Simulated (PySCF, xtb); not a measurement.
AlI2, SMILES [I][Al+][I], charge +1.

GFN2-xTB run with xtb at its own geometry gives an orbital gap of 2.88 eV.

Geometry: B3LYP-D3(BJ)/def2-SVP. The multiplicity is an assumed one; other spin states were not compared. The isomer is the one that the SMILES or the coordinates give; other isomers of the formula were not compared. The def2 effective core potentials stand for the cores of I; spin–orbit coupling is left out.

What does PBE/def2-TZVPD run with PySCF give? (An estimate is asked for; the answer gives what the named calculation found.)

gap 3.44 eV (levels -12.16 and -8.73 eV).
